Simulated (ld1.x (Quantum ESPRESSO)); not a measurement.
# Cu: from the effect back to the setting (PAW)

Base potential:

copper (Cu), PAW, made with ld1.x (Quantum ESPRESSO) 7.5 (LDA (PZ), non-relativistic). Core [Ar], reference 3d10 4s1 4p0. Waves: 4s (bound): rcut 2.10, rcutus 2.65 bohr; 4s channel at 2.5 Ry: rcut 2.10, rcutus 2.65 bohr; 4p (bound, empty): rcut 2.75, rcutus 3.20 bohr; 4p channel at 0.9 Ry: rcut 2.75, rcutus 3.20 bohr; 3d (bound): rcut 1.30, rcutus 1.40 bohr; 3d channel at 3.2 Ry: rcut 1.30, rcutus 1.40 bohr. Local part: all-electron potential smoothed inside 1.25 bohr (lloc = -2). Core correction: Bessel-smoothed model core inside 1.20 bohr. Augmentation charge: PSQ, inside the norm-conserving radii.

Cutoffs, loose and tight: the cutoffs (Ry, on a coarse ladder) from which the occupation-weighted sum of valence levels, in a spherical-Bessel basis at the reference potential, stays within 10 and 1 mRy of its value at 400 Ry. They do not see the model core or the augmentation charge, which bear on the density cutoff. Test errors are all-electron minus pseudo excitation energies from the reference, over the configurations 3d10 4s0 4p0; 3d9 4s0 4p0; 3d8 4s0 4p0; 3d9 4s1 4p1; 3d10 4s0 4p1; 3d9 4s1 4p0; 3d7 4s0 4p0 (two spin-polarised tests are not counted in the largest error); variants that change the core or the reference have their own tests.

Only the d radius is moved:

```
d radius (bohr)  cutoff, loose  cutoff, tight  bound ghosts  largest test error (meV)
           0.96         160 Ry         260 Ry          none                     -1804
            1.1         120 Ry         180 Ry          none                     -1805
           1.32          70 Ry         110 Ry          none                     -1814
           1.74          35 Ry          60 Ry          none                     -1952
           1.86          30 Ry          50 Ry          none                     -1922
            2.1          25 Ry          40 Ry          none                     -1960
```

Q: One more run gave cutoff, loose: 45 Ry; cutoff, tight: 80 Ry; bound ghosts: none; largest test error (meV): -1864. Which value of the d radius was used?

A: 1.54 bohr. The loose cutoff moves one way along this sweep, from 160 Ry at 0.96 to 25 Ry at 2.1 bohr, which places the run between 1.32 and 1.74 bohr.
